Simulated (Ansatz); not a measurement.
Relaxation of ClH₆NO₃Zr (12 atoms, charge 0, multiplicity 1), to a largest force component of 0.03 eV/Å in at most 50 steps.

The calculation used Ansatz 0.2.0, RKS PBE-D4/def2-SVP.

```xyz
12
Properties=species:S:1:pos:R:3
Zr 0.139 -0.165 -0.009
N -0.008 -0.099 2.148
H -0.259 0.752 2.667
H 0.549 -0.694 2.776
O 1.963 -0.117 -0.593
H 2.900 -0.136 -0.836
O -0.768 1.410 -0.684
H -1.735 1.518 -0.582
Cl -0.827 -2.249 -0.733
O -2.921 -0.262 1.101
H -2.952 -1.135 0.658
H -2.212 -0.418 1.783
```

Problem. Where does it end, and by what steps?

Solution. It converged. After 14 steps the energy has fallen by 0.389 eV; O10 moved furthest, 0.51 Å. Joined: Zr1–O10 (3.26 → 2.45 Å).

| step | energy less start (eV) | largest force component (eV/Å) | accepted |
| --- | --- | --- | --- |
| 0 | 0.0000 | 1.514 | yes |
| 1 | -0.1379 | 1.055 | yes |
| 2 | -0.2713 | 0.829 | yes |
| 3 | -0.3527 | 0.522 | yes |
| 4 | -0.3731 | 0.176 | yes |
| 5 | -0.3595 | 0.745 | no |
| 6 | -0.3813 | 0.125 | yes |
| 7 | -0.3834 | 0.153 | yes |
| 8 | -0.3853 | 0.127 | yes |
| 9 | -0.3863 | 0.144 | yes |
| 10 | -0.3870 | 0.162 | yes |
| 11 | -0.3876 | 0.115 | yes |
| 12 | -0.3882 | 0.069 | yes |
| 13 | -0.3872 | 0.099 | no |
| 14 | -0.3886 | 0.019 | yes |

```xyz
12
Properties=species:S:1:pos:R:3
Zr -0.159 -0.118 0.104
N -0.063 -0.063 2.190
H -0.392 0.705 2.790
H 0.720 -0.511 2.684
O 1.691 -0.200 -0.416
H 2.584 -0.362 -0.747
O -0.831 1.530 -0.689
H -1.736 1.876 -0.758
Cl -0.899 -2.293 -0.764
O -2.445 -0.355 0.944
H -2.622 -1.242 0.557
H -1.979 -0.561 1.799
```

Whether the end is a true minimum wasn't checked by a vibrational analysis.

Time of the run: 31 s on 4 threads of Arm Neoverse V1, on a shared host, peak memory 0.2 GiB.
